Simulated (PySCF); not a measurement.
From one molecule to another.

First species: C5H8NPSSi.
Z-matrix (Å and degrees, GFN2-xTB geometry), rows numbered from 1:
```
C 
S   1  1.8126
C   2  1.7565  1  101.05
N   3  1.3105  2  116.48  1     0.06
C   4  1.3199  3  122.43  2   179.78
C   5  1.3910  4  126.40  3     0.05
Si  6  1.8889  5  120.48  4   179.15
C   6  1.3900  5  119.61  4     0.13
P   8  1.7299  6  126.71  5    -0.17
H   1  1.0849  2  109.02  3   -60.09
H   1  1.0850  2  106.39  3  -179.88
H   1  1.0849  2  108.98  3    60.36
H   5  1.0840  4  113.74  3  -179.90
H   7  1.4652  6  108.76  5   -92.12
H   7  1.4637  6  108.04  5   148.51
H   7  1.4629  6  108.68  5    28.20
H   8  1.0848  6  117.97  5  -179.99
```

Second species: C₇H₁₁ClO.
SMILES: `C1C[C@H](Cl)COC=1CC`

Levels: PBE0/pcSseg-1 for HOMO energy, LUMO energy and HOMO–LUMO gap. Geometries: GFN2-xTB. Each species is one conformer at its optimised geometry, gas phase, non-relativistic unless stated. Electronic properties by PySCF.

Dipoles, sizes and rotational constants follow the conformer. The torsions of the flexible species, by atom-mapped SMILES:
- `[CH3:1][S:2][c:3]1[n:4][cH:5][c:6]([SiH3:7])[cH:8][p:9]1`: C1–S2–C3–N4 0°

The conformers of `CCC1=CC[C@H](Cl)CO1` aren't listed.

Values for the first species:

```
HOMO energy   : -6.39 eV
LUMO energy   : -1.97 eV
HOMO–LUMO gap : 4.42 eV
```

(1) Estimate the same properties for the second species, and the change in each.

## Answers

(1) 
```json
{"property": "HOMO energy", "first": "-6.39 eV", "second": "-6.57 eV", "second less first": "-0.18 eV"}
{"property": "LUMO energy", "first": "-1.97 eV", "second": "0.50 eV", "second less first": "+2.47 eV"}
{"property": "HOMO–LUMO gap", "first": "4.42 eV", "second": "7.07 eV", "second less first": "+2.65 eV"}
```

